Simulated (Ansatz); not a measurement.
Consider the ligand exchange at a Ge–C bond: `C[CH]([GeH3])Br` + `CO[SiH](O)F` → `CO[SiH](F)[O][GeH3]` + `CCBr`.

Isolated molecules relaxed with PBE0-D4/def2-TZVP in Ansatz; ΔE leaves out vibrations. CCSD(T)/CBS adds triple-zeta CCSD(T) − MP2 to the extrapolated MP2 energy (def2 sets, frozen cores). Functionals use def2-TZVPP. For Br, Ge outer-core shells are correlated without core-valence functions, which leaves a few kJ/mol of doubt a bond. Scalar relativity is left out up to krypton. Each species was taken in one conformer, which may not be the lowest.

`C[CH]([GeH3])Br`:

Cartesian coordinates in Å:
```
C -1.059 -0.952 -0.261
C 0.259 -0.529 0.343
Ge 0.676 1.382 0.095
Br 1.728 -1.564 -0.441
H -1.875 -0.400 0.216
H -1.092 -0.747 -1.333
H -1.240 -2.020 -0.115
H 0.302 -0.773 1.404
H -0.448 2.216 0.744
H 0.731 1.676 -1.410
H 2.017 1.712 0.760
```

`CO[SiH](O)F`:

Z-matrix (Å, degrees):
```
C
O 1 1.412
H 1 1.091 2 108.1
H 1 1.095 2 111.2 3 -119.0
H 1 1.094 2 111.3 3 119.4
Si 2 1.623 1 125.5 3 -176.0
F 6 1.595 2 107.9 1 49.5
O 6 1.619 2 108.8 1 170.5
H 6 1.471 2 114.0 1 -68.9
H 8 0.958 6 118.6 2 -39.6
```

`CO[SiH](F)[O][GeH3]`:

```xyz
13

C    -1.541    1.218   -1.238
O    -0.610    0.318   -0.676
Si    0.887    0.704   -0.167
F     0.773    1.935    0.841
O     1.507   -0.579    0.570
Ge    0.780   -2.001    1.371
H    -1.788    2.021   -0.537
H    -1.157    1.662   -2.162
H    -2.450    0.664   -1.472
H     1.762    1.151   -1.265
H    -0.359   -1.523    2.282
H     0.270   -2.948    0.278
H     1.927   -2.625    2.174
```

`CCBr`:

Z-matrix (Å, degrees):
```
C
C 1 1.506
H 1 1.091 2 111.3
H 1 1.095 2 109.4 3 119.6
H 1 1.091 2 111.3 3 -120.9
Br 2 1.950 1 111.6 3 60.4
H 2 1.088 1 112.5 3 178.6
H 2 1.088 1 112.5 3 -57.7
```

```json
{"level": "PBE-D4", "ΔE (kcal/mol)": "-12.9"}
{"level": "PBE", "ΔE (kcal/mol)": "-13.2"}
{"level": "r2SCAN", "ΔE (kcal/mol)": "-14.9"}
{"level": "PBE0", "ΔE (kcal/mol)": "-14.1"}
{"level": "SCS-MP2/def2-TZVPP", "ΔE (kcal/mol)": "-15.7"}
{"level": "CCSD(T)/def2-TZVPP", "ΔE (kcal/mol)": "-14.6"}
{"level": "HF/CBS(def2)", "ΔE (kcal/mol)": "-22.0"}
{"level": "MP2/CBS(def2)", "ΔE (kcal/mol)": "-12.6"}
```

**Question.** What does CCSD(T)/CBS give? (Best estimate.)

**Answer.** Computed: -13.5 kcal/mol. The listed levels differ from it by 0.6, 0.3, -1.4, -0.6, -2.2, -1.1, -8.5, 0.9 kcal/mol.

Largest T1 diagnostic among the species: 0.012.

In def2-TZVPP, CCSD(T) changes the Hartree–Fock value by +6.8 kcal/mol (the triples alone add +0.8 kcal/mol) and MP2 by +7.6 kcal/mol. From PBE to PBE0 (25 % exact exchange), in def2-TZVPP and without D4, ΔE moves by −0.9 kcal/mol.
